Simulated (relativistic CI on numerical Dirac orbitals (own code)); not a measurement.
# One change at a time: Xe³⁵⁺

Base calculation: Dirac-Coulomb-Breit CI, KLI orbitals optimised for each configuration, model QED, unscaled Slater integrals.

Configurations in the expansion (outside the closed core [Ne]): 3s2.3p6.3d, 3s2.3p5.3d2, 3s.3p6.3d2, 3s2.3p6.4s, 3s2.3p6.4p, 3s2.3p6.4d, 3s2.3p5.3d.4s, 3s2.3p6.4f, 3s2.3p5.3d.4p, 3p6.3d3, 3p5.3d4, 3p5.3d3.4s. Double excitations out of closed p, d and f shells are left out; levels of such configurations are missing from the list, as are those of other unlisted configurations, and high levels can miss mixing partners. These lack a partner that the ground configuration has and come out too high: 3s2.3p5.3d.4p.

Variants: (1) valence Slater integrals scaled by 0.9; (2) configuration mixing switched off. Shifts of the energy above 3s2.3p6.3d 2D_3/2, in eV, for the lowest level and the first level of each name with at least 55 % of one term (blank where a level changes its place among those of its configuration and J or its character, or is not in the variant):

| Level | Base | Δ(1) | Δ(2) |
| --- | --- | --- | --- |
| 3s2.3p6.3d 2D_3/2 | 0.000 | 0.000 | 0.000 |
| 3s2.3p6.3d 2D_5/2 | 16.862 | +0.002 | +0.010 |
| 3s2.3p5.3d2 4D°_1/2 | 163.361 | +2.011 | -0.337 |
| 3s2.3p5.3d2 4D°_3/2 | 164.564 | +1.764 | -0.332 |
| 3s2.3p5.3d2 4G°_9/2 | 182.552 | +1.383 | -0.341 |
| 3s2.3p5.3d2 4G°_11/2 | 188.137 | +1.098 | -0.340 |
| 3s2.3p5.3d2 2H°_11/2 | 202.710 | +0.587 | -0.339 |
| 3s2.3p5.3d2 2G°_9/2 | 210.735 | -0.330 | -0.338 |
| 3s2.3p5.3d2 2P°_1/2 | 212.177 | +0.059 | -0.327 |
| 3s2.3p5.3d2 2F°_5/2 | 215.685 | -0.968 | -0.131 |
| 3s.3p6.3d2 4F_3/2 | 381.800 | +1.090 | -0.505 |
| 3s.3p6.3d2 4F_5/2 | 386.447 | +0.860 | -0.488 |
| 3s.3p6.3d2 4F_7/2 | 397.186 | +1.184 | -0.497 |
| 3s.3p6.3d2 4P_1/2 | 398.318 | -0.192 | -0.478 |
| 3s.3p6.3d2 4F_9/2 | 405.114 | +0.831 | -0.476 |
| 3s.3p6.3d2 4P_3/2 | 405.756 | +0.235 | -0.503 |
| 3s.3p6.3d2 2F_5/2 | 412.114 | -0.445 | -0.339 |
| 3s.3p6.3d2 2D_3/2 | 414.570 | -0.436 | -0.290 |
| 3s.3p6.3d2 2G_7/2 | 415.758 | -0.773 | -0.341 |
| 3s.3p6.3d2 2G_9/2 | 422.124 | -0.303 | -0.388 |
| 3s.3p6.3d2 2P_1/2 | 422.679 | -1.630 | +0.280 |
| 3s.3p6.3d2 2D_5/2 | 425.994 | -0.179 | -0.454 |

At this charge energies of transitions that change n are usually good to better than 1 %, and those within a shell (Δn = 0) to a few per cent.

Ionisation energy from the two ground configurations alone: base 2299.79 eV. The NIST ASD value (theoretical) is 2300 eV.

LS names give the leading component of a level, which can be under half, so a name can repeat, a term be missing and a line seem to break the LS rules.
